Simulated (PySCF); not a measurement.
Coordinates in bohr (charge 0 multiplicity 1):
```
Bi    0.0000    1.5421   -0.0080
I    -0.0021   -0.8250    4.8427
I     4.1912   -0.8627   -2.4129
I    -4.1891   -0.8628   -2.4165
```

Computed with B3LYP/[Bi def2-SVP with ECP60, I def2-SVP with ECP28], scalar-relativistic core potentials, density fitting, no spin–orbit coupling, PySCF.

This geometry of BiI₃ is a stationary point at this level.

(1) What is the point group?

(2) Is it a minimum?

(3) List the harmonic modes with their infrared intensities.

(4) What are the dipole moment and the gap between the highest occupied and lowest empty levels?

(5) Give the atomic charges and bond orders.

Results:

(1) C3v.

(2) Yes: all harmonic wavenumbers are real, though the softest, 49 cm⁻¹, leaves little margin.

(3) 
```json
{"symmetry": "e", "ω (cm⁻¹)": "49", "IR (km/mol, summed over degenerate members)": "0.1"}
{"symmetry": "a1", "ω (cm⁻¹)": "58", "IR (km/mol, summed over degenerate members)": "0.5"}
{"symmetry": "e", "ω (cm⁻¹)": "162", "IR (km/mol, summed over degenerate members)": "52.4"}
{"symmetry": "a1", "ω (cm⁻¹)": "162", "IR (km/mol, summed over degenerate members)": "2.9"}
```

(4) 2.80 D and 3.78 eV.

(5) 
```tsv
atom	Mulliken	Löwdin	polar tensor	Mayer order to Bi1
Bi1	0.57	0.36	1.33	–
I2,3,4	-0.19	-0.12	-0.44	1.03
```

With an element this heavy the missing spin–orbit coupling can shift these numbers.
